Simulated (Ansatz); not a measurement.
Li₃N⁻. The state is a doublet with charge -1. Geometry PBE-D4/def2-TZVPD; atoms count from 1.

```xyz
4

Li   -0.0384    1.0300   -1.3869
Li    1.4019   -0.0262    1.0100
Li   -1.4433   -0.7984    0.5153
N     0.0798   -0.2054   -0.1384
```

The charge -1 doublet is spin-contaminated (final ⟨S²⟩ up to 0.86, 0.75 for a pure state). The highest occupied level of the charge -1 doublet lies above zero (up to 0.69 eV). By energy differences its removal costs 0.14 eV (vertical, to the charge 0 singlet, at PBE0-D4/def2-TZVPD); a positive level beside a positive removal energy at the same level points to self-interaction error. The structure comes from a short search, and lower isomers may exist.

Q: Estimate the Mulliken populations from the PBE0/def2-TZVPD orbitals of Ansatz.

A: 
```tsv
atom	charge (e)	spin (α − β)
Li1	0.09	0.50
Li2	0.09	0.50
Li3	0.09	0.50
N4	-1.26	-0.51
```
Mulliken values and Mayer orders depend strongly on the basis. With diffuse functions, as here, like atoms can get unlike values, and bond orders can come out too low or too high.

Q: Where does the spin sit?

A: Summed by element: Li 1.51, N -0.51, of 1 unpaired in all. Largest on single atoms: N4 -0.51, Li3 0.50, Li2 0.50.

Q: And the Mayer bond orders between bonded heavy atoms (over 0.3)?

A: Li1–N4 0.72 (1.76 Å); Li2–N4 0.72 (1.76 Å); Li3–N4 0.72 (1.76 Å).
